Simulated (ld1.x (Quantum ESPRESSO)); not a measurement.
**Ga (Z = 31): excitation energies, all-electron against PAW**

* Element: Ga (Z = 31)
* Generator: ld1.x (Quantum ESPRESSO) 7.5
* Type: PAW
* Functional: PBEsol
* Relativity: scalar-relativistic
* Frozen core: [Ne]
* Valence charge: 21
* Reference configuration: 3s2 3p6 3d10 4s1 4p0 (charge +2)
* Partial waves: 3s (bound): rcut 0.95, rcutus 1.05 bohr; 4s (bound): rcut 0.95, rcutus 1.05 bohr; 3p (bound): rcut 1.20, rcutus 1.45 bohr; 4p (bound, empty): rcut 1.20, rcutus 1.45 bohr; 3d (bound): rcut 0.75, rcutus 0.95 bohr; 3d channel at -2.5 Ry: rcut 0.75, rcutus 0.95 bohr
* Local potential: all-electron potential smoothed inside 1.00 bohr (lloc = -1)
* Core correction: Bessel-smoothed model core inside 0.80 bohr
* Augmentation charge: BESSEL, radius 0.75 bohr

Energies are relative to the spin-unpolarised reference configuration 3s2 3p6 3d10 4s1 4p0; without spin polarisation the order of configurations can differ from experiment.

(1) Give the all-electron excitation energy and the error of the potential for: 3s2 3p6 3d10 4s2 4p1; 3s2 3p6 3d10 4s2 4p0; 3s2 3p6 3d10 4s0 4p0; 3s2 3p6 3d10 4s1 4p2; 3s2 3p6 3d9 4s2 4p1; 3s2 3p6 3d10 4s1 4p1; 3s2 3p6 3d9 4s2 4p2.

Levels in the configuration 3s2 3p6 3d9 4s2 4p1:

| level | all-electron (eV) | pseudo (eV) |
| --- | --- | --- |
| 3s | -166.495 | -166.499 |
| 3p | -117.187 | -117.203 |
| 3d | -36.933 | -36.940 |
| 4s | -19.356 | -19.354 |
| 4p | -11.128 | -11.127 |

Results:

(1)

| valence configuration | charge | ΔE all-electron (eV) | error AE − PS (meV) |
| --- | --- | --- | --- |
| 3s2 3p6 3d10 4s2 4p1 | 0 | -26.815 | +3.2 |
| 3s2 3p6 3d10 4s2 4p0 | +1 | -21.136 | +2.1 |
| 3s2 3p6 3d10 4s0 4p0 | +3 | 31.121 | -3.2 |
| 3s2 3p6 3d10 4s1 4p2 | 0 | -20.264 | +3.0 |
| 3s2 3p6 3d9 4s2 4p1 | +1 | 0.895 | -2.5 |
| 3s2 3p6 3d10 4s1 4p1 | +1 | -13.731 | +1.9 |
| 3s2 3p6 3d9 4s2 4p2 | 0 | -6.494 | -2.1 |
